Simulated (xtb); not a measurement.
xtb input (GFN2-xTB):

```bash
xtb mol.xyz --gfn 2 --sp --chrg -1 --uhf 0
```
mol.xyz:
```
10

C      1.48192167    -1.57840757    -0.20721912
Si     0.16201532    -0.48578074     0.03855677
C     -1.44672884    -1.22941654     0.67316683
Cl     0.27648696     1.26731704     1.41520614
Cl    -0.34938748     0.57906127    -1.74315253
H      2.36503960    -1.27366425    -0.76020021
H      1.67874592    -2.30721557     0.57763357
H     -2.19125508    -0.45711762     0.86859186
H     -1.84223311    -1.94032230    -0.05417172
H     -1.25035994    -1.76223648     1.60775392
```

Output:

```
           -------------------------------------------------
          |                Calculation Setup                |
           -------------------------------------------------

           -------------------------------------------------
          |                 G F N 2 - x T B                 |
           -------------------------------------------------

        Reference                      10.1021/acs.jctc.8b01176
      * Hamiltonian:
        H0-scaling (s, p, d)           1.850000    2.230000    2.230000
        zeta-weighting                 0.500000
      * Dispersion:
        s8                             2.700000
        a1                             0.520000
        a2                             5.000000
        s9                             5.000000
      * Repulsion:
        kExp                           1.500000    1.000000
        rExp                           1.000000
      * Coulomb:
        alpha                          2.000000
        third order                    shell-resolved
        anisotropic                    true
        a3                             3.000000
        a5                             4.000000
        cn-shift                       1.200000
        cn-exp                         4.000000
        max-rad                        5.000000

          ...................................................
          :                      SETUP                      :
          :.................................................:
          :  # basis functions                  43          :
          :  # atomic orbitals                  40          :
          :  # shells                           18          :
          :  # electrons                        32          :
          :  max. iterations                   250          :
          :  Hamiltonian                  GFN2-xTB          :
          :  restarted?                      false          :
          :  GBSA solvation                  false          :
          :  PC potential                    false          :
          :  electronic temp.          300.0000000     K    :
          :  accuracy                    1.0000000          :
          :  -> integral cutoff          0.2500000E+02      :
          :  -> integral neglect         0.1000000E-07      :
          :  -> SCF convergence          0.1000000E-05 Eh   :
          :  -> wf. convergence          0.1000000E-03 e    :
          :  Broyden damping             0.4000000          :
          :  net charge                         -1          :
          :  unpaired electrons                  0          :
          ...................................................

 iter      E             dE          RMSdq      gap      omega  full diag
   1    -17.8916519 -0.178917E+02  0.667E+00    5.00       0.0  T
   2    -17.9747877 -0.831358E-01  0.602E+00    3.36       1.0  T
   3    -18.0351316 -0.603439E-01  0.316E+00    4.49       1.0  T
   4    -18.0175207  0.176109E-01  0.277E+00    3.68       1.0  T
   5    -18.0413245 -0.238038E-01  0.104E+00    4.07       1.0  T
   6    -18.0432114 -0.188697E-02  0.201E-01    4.28       1.0  T
   7    -18.0432675 -0.560611E-04  0.146E-01    4.34       1.0  T
   8    -18.0433203 -0.527954E-04  0.752E-02    4.32       1.0  T
   9    -18.0433320 -0.117083E-04  0.374E-02    4.31       1.0  T
  10    -18.0433344 -0.244410E-05  0.182E-02    4.31       1.7  T
  11    -18.0433349 -0.492067E-06  0.457E-03    4.31       6.9  T
  12    -18.0433350 -0.267105E-07  0.241E-03    4.31      13.1  T
  13    -18.0433350 -0.386215E-08  0.135E-03    4.31      23.4  T
  14    -18.0433350 -0.156991E-08  0.119E-03    4.31      26.6  T
  15    -18.0433350 -0.111443E-07  0.423E-04    4.31      74.7  T
  16    -18.0433350  0.187871E-09  0.504E-04    4.31      62.7  T

   *** convergence criteria satisfied after 16 iterations ***

         #    Occupation            Energy/Eh            Energy/eV
      -------------------------------------------------------------
         1        2.0000           -0.8822943             -24.0084
       ...           ...                  ...                  ...
        10        2.0000           -0.2665318              -7.2527
        11        2.0000           -0.2637207              -7.1762
        12        2.0000           -0.2518133              -6.8522
        13        2.0000           -0.2491934              -6.7809
        14        2.0000           -0.2442818              -6.6472
        15        2.0000           -0.2317824              -6.3071
        16        2.0000           -0.1482864              -4.0351 (HOMO)
        17                          0.0100515               0.2735 (LUMO)
        18                          0.0197781               0.5382
        19                          0.0783287               2.1314
        20                          0.1152147               3.1352
        21                          0.1780830               4.8459
       ...                                ...                  ...
        40                          1.0056534              27.3652
      -------------------------------------------------------------
                  HL-Gap            0.1583379 Eh            4.3086 eV
             Fermi-level           -0.0691174 Eh           -1.8808 eV

 SCC (total)                   0 d,  0 h,  0 min,  0.011 sec
 SCC setup                      ...        0 min,  0.000 sec (  1.661%)
 Dispersion                     ...        0 min,  0.000 sec (  1.041%)
 classical contributions        ...        0 min,  0.000 sec (  0.316%)
 integral evaluation            ...        0 min,  0.002 sec ( 17.355%)
 iterations                     ...        0 min,  0.006 sec ( 58.834%)
 molecular gradient             ...        0 min,  0.002 sec ( 19.909%)
 printout                       ...        0 min,  0.000 sec (  0.723%)

         :::::::::::::::::::::::::::::::::::::::::::::::::::::
         ::                     SUMMARY                     ::
         :::::::::::::::::::::::::::::::::::::::::::::::::::::
         :: total energy             -17.903151121900 Eh    ::
         :: gradient norm              0.049549469973 Eh/a0 ::
         :: HOMO-LUMO gap              4.308594887803 eV    ::
         ::.................................................::
         :: SCC energy               -18.043318751489 Eh    ::
         :: -> isotropic ES            0.133608650154 Eh    ::
         :: -> anisotropic ES          0.005568121960 Eh    ::
         :: -> anisotropic XC         -0.004923288404 Eh    ::
         :: -> dispersion             -0.008732986723 Eh    ::
         :: repulsion energy           0.140167629589 Eh    ::
         :: add. restraining           0.000000000000 Eh    ::
         :: total charge              -1.000000000000 e     ::
         :::::::::::::::::::::::::::::::::::::::::::::::::::::

           -------------------------------------------------
          |                Property Printout                |
           -------------------------------------------------

    * Orbital Energies and Occupations

         #    Occupation            Energy/Eh            Energy/eV
      -------------------------------------------------------------
         1        2.0000           -0.8822943             -24.0084
       ...           ...                  ...                  ...
         4        2.0000           -0.4186068             -11.3909
         5        2.0000           -0.3481210              -9.4729
         6        2.0000           -0.3300827              -8.9820
         7        2.0000           -0.3277314              -8.9180
         8        2.0000           -0.2831711              -7.7055
         9        2.0000           -0.2721487              -7.4055
        10        2.0000           -0.2665318              -7.2527
        11        2.0000           -0.2637207              -7.1762
        12        2.0000           -0.2518133              -6.8522
        13        2.0000           -0.2491934              -6.7809
        14        2.0000           -0.2442818              -6.6472
        15        2.0000           -0.2317824              -6.3071
        16        2.0000           -0.1482864              -4.0351 (HOMO)
        17                          0.0100515               0.2735 (LUMO)
        18                          0.0197781               0.5382
        19                          0.0783287               2.1314
        20                          0.1152147               3.1352
        21                          0.1780830               4.8459
        22                          0.1890462               5.1442
        23                          0.2091685               5.6918
        24                          0.2094770               5.7002
        25                          0.2149679               5.8496
        26                          0.2207746               6.0076
        27                          0.2230450               6.0694
       ...                                ...                  ...
        40                          1.0056534              27.3652
      -------------------------------------------------------------
                  HL-Gap            0.1583379 Eh            4.3086 eV
             Fermi-level           -0.0691174 Eh           -1.8808 eV

     #   Z          covCN         q      C6AA      α(0)
     1   6 C        2.736    -0.311    36.699     9.919
     2  14 Si       3.342     0.509   113.183    21.287
     3   6 C        3.650    -0.161    23.994     7.036
     4  17 Cl       0.786    -0.502   115.657    16.451
     5  17 Cl       0.801    -0.457   114.069    16.338
     6   1 H        0.925    -0.017     3.363     2.868
     7   1 H        0.925    -0.028     3.589     2.963
     8   1 H        0.925     0.005     2.968     2.694
     9   1 H        0.924    -0.015     3.330     2.854
    10   1 H        0.924    -0.024     3.514     2.932

 Mol. C6AA /au·bohr⁶  :       2692.122658
 Mol. C8AA /au·bohr⁸  :     100454.295659
 Mol. α(0) /au        :         85.341002

Wiberg/Mayer (AO) data.
largest (>0.10) Wiberg bond orders for each atom

 ---------------------------------------------------------------------------
     #   Z sym  total        # sym  WBO       # sym  WBO       # sym  WBO
 ---------------------------------------------------------------------------
     1   6 C    3.731 --     2 Si   1.615     7 H    0.972     6 H    0.970
     2  14 Si   3.920 --     1 C    1.615     3 C    0.828     5 Cl   0.767
                             4 Cl   0.683
     3   6 C    3.970 --    10 H    1.010     9 H    1.006     8 H    0.997
                             2 Si   0.828
     4  17 Cl   0.839 --     2 Si   0.683
     5  17 Cl   0.891 --     2 Si   0.767
     6   1 H    1.000 --     1 C    0.970
     7   1 H    0.999 --     1 C    0.972
     8   1 H    1.000 --     3 C    0.997
     9   1 H    1.000 --     3 C    1.006
    10   1 H    0.999 --     3 C    1.010
 ---------------------------------------------------------------------------

Topologies differ in total number of bonds
Writing topology from bond orders to xtbtopo.mol

molecular dipole:
                 x           y           z       tot (Debye)
 q only:       -0.310      -0.573       0.047
   full:       -0.761      -0.443       0.318       2.379
molecular quadrupole (traceless):
                xx          xy          yy          xz          yz          zz
 q only:        3.654       2.004      -0.776      -0.957      -1.770      -2.879
  q+dip:        6.677       2.763      -1.784      -2.027      -3.550      -4.893
   full:        5.901       4.329      -2.052      -1.937      -4.656      -3.849

           -------------------------------------------------
          | TOTAL ENERGY              -17.903151121900 Eh   |
          | GRADIENT NORM               0.049549469973 Eh/α |
Note: The following floating-point exceptions are signalling: IEEE_UNDERFLOW_FLAG IEEE_DENORMAL
normal termination of xtb
          | HOMO-LUMO GAP               4.308594887803 eV   |
           -------------------------------------------------

------------------------------------------------------------------------
------------------------------------------------------------------------
 total:
 SCF:
```

It need not be the lowest isomer of its formula. Whether it binds its extra electron was not tested at this geometry.
